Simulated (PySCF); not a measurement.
Species: C3H3F2O4S (charge -1).
Bonds: C1–C2 (double), C2–O3, O3–C4, C4–F5, C4–F6, C2–S7, S7–O8 (double), S7–O9 (double), S7–O10. Hydrogens: H11, H12 on C1; H13 on C4.

The geometry is computed with GFN2-xTB (gas phase).

(1) Give the optimised bond lengths and angles.

## Answers

(1) 
```
        bond  length (Å)   order
       C1=C2       1.316  double
       C2–O3       1.380  single
       O3–C4       1.348  single
C4–F5, C4–F6       1.364  single
       C2–S7       1.828  single
S7=O8, S7=O9       1.456  double
      S7–O10       1.459  single
      C1–H11       1.079  single
      C1–H12       1.073  single
      C4–H13       1.093  single
```

Bonds in one row agree within 0.01 Å and their mean is given. Orders are formal, as drawn. A selection of angles:
```
    angle  degrees
 C1–C2–O3    121.8
 C1–C2–S7    120.1
 O3–C2–S7    118.1
 C2–O3–C4    118.1
 O3–C4–F5    108.8
 F5–C4–F6    103.2
 C2–S7–O8    103.7
 C2–S7–O9    104.7
C2–S7–O10    103.6
 O8–S7–O9    114.8
O8–S7–O10    113.3
O9–S7–O10    114.9
```

Torsions: C1–C2–O3–C4 -179° (antiperiplanar); C2–O3–C4–F5 125° (anticlinal); C1–C2–S7–O8 120° (anticlinal). The mirror-image conformer, all signs reversed, is as good.

The 2 C–O bonds span 1.348 Å (O3–C4, drawn single) to 1.380 Å (C2–O3, drawn single), a spread of 0.032 Å. C2 (vinylic carbon bearing oxygen) is planar (angles 121.8°, 120.1° and 118.1°, sum 360.0°, 0.00 Å off the plane of its three neighbours). C1 (terminal =CH2 carbon) is planar (angles 123.9°, 119.4° and 116.8°, sum 360.0°, 0.00 Å off the plane of its three neighbours). S7 (sulfonyl sulfur) is distorted tetrahedral (angles from 103.6° to 114.9°). Of the pairs four or more bonds apart, S7···H13 is among the closest relative to their van der Waals radii: 2.29 Å, 76 % of the sum of Bondi's values.

Point group: near Cs, missed by 0.11 Å at most; the miss may be what the optimiser left on a soft mode. Not checked by GFN2-xTB frequencies.
